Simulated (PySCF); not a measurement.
Gas-phase reaction: Sn₂O₂ + 2 H₂ ⇌ SnH₂ + Sn(OH)₂

Energies from PySCF, thermal terms from the rigid-rotor harmonic-oscillator model, ideal gas at 1 bar. † marks an energy on the PBE0/def2-TZVP geometry and frequencies; other levels use their own. MP2 and CCSD(T) freeze the core. All species are closed-shell singlets. Sn: scalar-relativistic def2 core potential, no spin-orbit coupling. Sn₂O₂, SnH₂, Sn(OH)₂: computed as isolated molecules; such fragments, hydroxides, amides, oligomers or adducts are transient or little studied in the gas. MP2 isn't extrapolated to the basis-set limit. CCSD(T) isn't extrapolated to the basis-set limit.

```json
[
 {"level": "BLYP/def2-TZVP†", "ΔH°(298 K), kJ": "111"},
 {"level": "CCSD(T)/def2-SVP†", "ΔH°(298 K), kJ": "86"},
 {"level": "MP2/def2-SVP†", "ΔH°(298 K), kJ": "115"},
 {"level": "PBE/def2-SVP", "ΔH°(298 K), kJ": "___"},
 {"level": "PBE/def2-TZVP†", "ΔH°(298 K), kJ": "___"},
 {"level": "PBE0/def2-QZVP†", "ΔH°(298 K), kJ": "___"},
 {"level": "PBE0/def2-TZVP", "ΔH°(298 K), kJ": "82"},
 {"level": "LDA/def2-TZVP†", "ΔH°(298 K), kJ": "___"}
]
```

Task: Fill in the missing entries.

Result: 
- PBE/def2-SVP, ΔH°(298 K), kJ: 89
- PBE/def2-TZVP†, ΔH°(298 K), kJ: 104
- PBE0/def2-QZVP†, ΔH°(298 K), kJ: 78
- LDA/def2-TZVP†, ΔH°(298 K), kJ: 88
